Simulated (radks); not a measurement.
The numbers below are computed, except where a source is named.
Problem. I20+, configuration [Ar] 3d10 4s2 4p3. Code: a radial shooting solver on a logarithmic mesh with Libxc functionals. Model: Dirac Kohn-Sham, LB94 model potential, spin-unpolarised, spherical densities, finite nucleus; open shells fill j = l - 1/2 first; Fermi nuclear charge, rms radius 4.75 fm. Some entries of the table are withheld. Estimate them.

orbital,occ.,eigenvalue (hartree),<r^2> (bohr^2)
1s1/2,2,-1238.120,0.001001
2s1/2,2,(1),0.01602
2p1/2,2,-198.2658,0.01182
2p3/2,4,-187.1475,0.01310
3s1/2,2,-58.38116,(2)
3p1/2,2,-53.65750,(3)
3p3/2,4,-51.53039,(4)
3d3/2,4,-43.24190,(5)
3d5/2,6,-42.78415,(6)
4s1/2,2,-24.56245,0.4975
4p1/2,2,-22.76820,0.5146
4p3/2,1,-22.19310,0.5420

Solution. 
(1) 2s1/2 eigenvalue (hartree): -209.5950
(2) 3s1/2 <r^2> (bohr^2): 0.1104
(3) 3p1/2 <r^2> (bohr^2): 0.1047
(4) 3p3/2 <r^2> (bohr^2): 0.1123
(5) 3d3/2 <r^2> (bohr^2): 0.09290
(6) 3d5/2 <r^2> (bohr^2): 0.09507
